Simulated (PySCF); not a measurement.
C5H10. Atoms are numbered in the order given.

```xyz
15

C      1.9181     0.1454     0.0000
C      0.5067    -0.4146     0.0000
C     -0.4997     0.0653    -1.0811
C     -1.6092     0.0665     0.0000
C     -0.4997     0.0653     1.0811
H      2.4808    -0.1821    -0.8902
H      1.9037     1.2485     0.0000
H      2.4808    -0.1821     0.8902
H      0.5436    -1.5180     0.0000
H     -0.6419    -0.5691    -1.9699
H     -0.2597     1.0873    -1.4184
H     -2.1810    -0.8748     0.0000
H     -2.3224     0.9048     0.0000
H     -0.2597     1.0873     1.4184
H     -0.6419    -0.5691     1.9699
```
Charge 0, spin multiplicity 1.

Coordinates come from a B3LYP-D3(BJ)/def2-SVP optimisation.

Computed with TDDFT-PBE/def2-SVPD run with PySCF 2.14.0.

Vertical excitations. Isolated molecule, no solvent. State labels are in the subgroup Cs.

Computed lowest excited states:
```json
[
 {"state": "S1", "symmetry": "A'", "energy (eV)": "7.24", "λ (nm)": "171", "f": "0.000", "main pairs": "HOMO→LUMO 100 %"},
 {"state": "S2", "symmetry": "A\"", "energy (eV)": "7.32", "λ (nm)": "169", "f": "0.059", "main pairs": "HOMO−1→LUMO 100 %"},
 {"state": "S3", "symmetry": "A'", "energy (eV)": "7.61", "λ (nm)": "163", "f": "0.007", "main pairs": "HOMO−2→LUMO 98 %"},
 {"state": "S4", "symmetry": "A'", "energy (eV)": "7.66", "λ (nm)": "162", "f": "0.034", "main pairs": "HOMO→LUMO+1 98 %"},
 {"state": "S5", "symmetry": "A\"", "energy (eV)": "7.68", "λ (nm)": "161", "f": "0.000", "main pairs": "HOMO−1→LUMO+1 100 %"},
 {"state": "S6", "symmetry": "A'", "energy (eV)": "7.82", "λ (nm)": "159", "f": "0.008", "main pairs": "HOMO→LUMO+2 98 %"},
 {"state": "S7", "symmetry": "A\"", "energy (eV)": "7.86", "λ (nm)": "158", "f": "0.001", "main pairs": "HOMO−1→LUMO+2 99 %"},
 {"state": "S8", "symmetry": "A\"", "energy (eV)": "7.97", "λ (nm)": "156", "f": "0.000", "main pairs": "HOMO→LUMO+3 99 %"},
 {"state": "S9", "symmetry": "A'", "energy (eV)": "7.99", "λ (nm)": "155", "f": "0.044", "main pairs": "HOMO−2→LUMO+1 98 %"},
 {"state": "S10", "symmetry": "A'", "energy (eV)": "8.09", "λ (nm)": "153", "f": "0.009", "main pairs": "HOMO−1→LUMO+3 95 %"},
 {"state": "T1", "symmetry": "A'", "energy (eV)": "7.12", "λ (nm)": "174", "f": "0", "main pairs": "HOMO→LUMO 99 %"},
 {"state": "T2", "symmetry": "A\"", "energy (eV)": "7.16", "λ (nm)": "173", "f": "0", "main pairs": "HOMO−1→LUMO 99 %"},
 {"state": "T3", "symmetry": "A'", "energy (eV)": "7.44", "λ (nm)": "167", "f": "0", "main pairs": "HOMO−2→LUMO 97 %"},
 {"state": "T4", "symmetry": "A'", "energy (eV)": "7.48", "λ (nm)": "166", "f": "0", "main pairs": "HOMO→LUMO+1 95 %"}
]
```
Triplets are in the Tamm–Dancoff approximation, which puts them higher than full response would, so one can lie above its singlet here.
